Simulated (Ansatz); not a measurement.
CH$_{7}$As$_{2}$B (`CB([AsH2])[AsH2]`). The species carries charge 0 and has multiplicity 1.

```xyz
11

C    -1.4443   -0.3726   -0.3092
B     0.0349   -0.0175    0.0363
As    1.5511   -0.7773   -1.0499
As    0.4586    1.2661    1.5315
H    -1.5570   -1.3096   -0.8604
H    -2.1196   -0.3789    0.5499
H    -1.8033    0.4206   -0.9814
H     2.4564    0.4388   -1.0546
H     0.9641   -0.5339   -2.4294
H    -0.3394    0.5751    2.6227
H     1.7986    0.6893    1.9445
```

Question: List the harmonic frequencies (cm⁻¹, unscaled) at PBE0-D4/def2-TZVP in Ansatz. (Estimate.)

Answer: The calculation gave: 89, 116, 168, 199, 204, 286, 338, 526, 557, 624, 680, 716, 798, 977, 984, 1011, 1082, 1318, 1427, 1463, 2219, 2223, 2240, 2245, 3019, 3089, 3125.

Question: Is this a minimum?

Answer: Yes, all 27 modes are real.

Question: Give the ideal-gas thermochemistry at 298.15 K and 1 bar (rigid rotor, harmonic oscillator; point group C1, symmetry number 1).

Answer: Zero-point energy 189.7 kJ/mol; H(298) − E = 212.8 kJ/mol; entropy 373.5 J/(mol·K), of which translation 173.6, rotation 120.2, vibration 79.7; G(298) − E = 101.4 kJ/mol. Modes under 100 cm⁻¹ are hindered rotations or soft bends, so the harmonic entropy is rough.

Question: Rotational constants (cm⁻¹)?

Answer: 0.148, 0.03564, 0.02927.
